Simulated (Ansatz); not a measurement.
A run for Ansatz (a program for electronic structure): R-CCSD(T)/def2-TZVPP on SH-, 2S+1 = 1, a spin state set in the input, which need not be the lowest, a point of a bond scan (R = 1.352 Å). Charge -1.

Ansatz 0.2 input:
```yaml
crystal:
  periodic: [false, false, false]
  atoms:
    - {symbol: H, position_ang: [0.00000000, 0.00000000, 0.00000000]}
    - {symbol: S, position_ang: [0.00000000, 0.00000000, 1.35213700]}
basis:
  gaussian:
    orbitals: def2-TZVPP
    pivot_positions_ang: [[0.00000000, 0.00000000, 0.00000000], [0.00000000, 0.00000000, 1.35213700]]
total_charge: -1
magnetization: {spin_polarized: false}
correlation: {method: ccsd_t, electrons: valence}
output: {orbitals: {seedname: ./end}}
```

The head of its log:

```
WARN ansatz: RAYON_NUM_THREADS=2 ignored (pool sized by the plan → 2); use --threads N
Functional definition: HF
integrals: 0.02 GiB planned
362 factors; integrals over basis functions are off by at most 3.1e-4 eV
mean field: 0.08 GiB planned
mean field evaluation 1: about -10833.1791 eV, gradient 1.1e1 eV
mean field evaluation 2: about -10833.1794 eV, gradient 1.1e1 eV
mean field evaluation 4: about -10833.6163 eV, gradient 1.1e0 eV
mean field evaluation 8: about -10833.6241 eV, gradient 1.8e-5 eV
mean field evaluation 16: about -10833.6234 eV, gradient 3.0e-1 eV
mean field -10833.62410488 eV, -398.1283425603 hartree, gradient 7.6e-7 eV, S^2 0.000000; 0 other end points of the search recorded, 0 dependent functions left out
5 core orbitals not correlated
reference -10833.62410488 eV, -398.1283425603 hartree; 4, 4 occupied and 47, 47 virtual orbitals, 362 factors
```

Question: Predict the final total energy.

Answer: -398.3479 hartree (reference determinant -398.1283, T1 diagnostic 0.008).
